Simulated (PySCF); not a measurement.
Simulation results for CH₃Cl₂Ge

Computed with PySCF 2.14.0. Calculation on a computer-drawn molecule: optimised geometry and harmonic frequencies of an isolated molecule of the commonest isotopes, restricted reference for singlets and unrestricted otherwise, frozen core in MP2; on germanium a core potential holds 10 electrons, which the energies leave out, and 3d is frozen in MP2 and coupled-cluster steps.

## CH₃Cl₂Ge

Start structure:
```xyz
7
CH3Cl2Ge
C     -0.1244     0.7552    -1.9177
Ge    -0.7869     1.9289    -0.3694
Cl     1.0858     3.0269     0.2762
Cl    -1.0488     0.5689     1.2564
H     -0.8867     0.0943    -2.1831
H      0.1647     1.3686    -2.7539
H      0.6941     0.1826    -1.5643
```

| Quantity | Value |
| --- | --- |
| charge | 0 |
| multiplicity | 2 |
| method | HF |
| basis | cc-pV(D+d)Z |
| basis and core potential on germanium | cc-pVDZ-PP ECP10MDF |

Drawn bonds:
| atom | other atom | order |
| --- | --- | --- |
| 1 | 2 | 1 |
| 2 | 3 | 1 |
| 2 | 4 | 1 |
| 1 | 5 | 1 |
| 1 | 6 | 1 |
| 1 | 7 | 1 |

## Withheld values
1. CH₃Cl₂Ge: total energy?
2. What rotational constants does the calculation give for CH₃Cl₂Ge?
3. What spin squared does the calculation give for CH₃Cl₂Ge?

Answers
1. -1252.0784 hartree
2. 3.56, 2.128, 1.501 GHz
3. 0.758

Further results for CH₃Cl₂Ge:

| Item | Value |
| --- | --- |
| convergence status largest gradient component | 2.141e-05 hartree/bohr |

Optimised structure:
```xyz
7
CH3Cl2Ge
C     -0.1175     0.7584    -1.8997
Ge    -0.6547     1.8644    -0.3722
Cl     1.0467     3.0806     0.2308
Cl    -1.1297     0.5518     1.2976
H     -0.9469     0.1127    -2.1873
H      0.1630     1.4041    -2.7316
H      0.7369     0.1533    -1.5934
```

Modes:
| frequency (cm⁻¹) | reduced mass (dalton) |
| --- | --- |
| 127 | 1.022 |
| 147.6 | 23.21 |
| 162 | 3.396 |
| 187.1 | 5.079 |
| 404.1 | 29.32 |
| 419.8 | 38.99 |
| 592.5 | 4.613 |
| 845.8 | 1.217 |
| 867.2 | 1.221 |
| 1348 | 1.202 |
| 1541 | 1.055 |
| 1545 | 1.054 |
| 3191 | 1.03 |
| 3300 | 1.106 |
| 3306 | 1.106 |
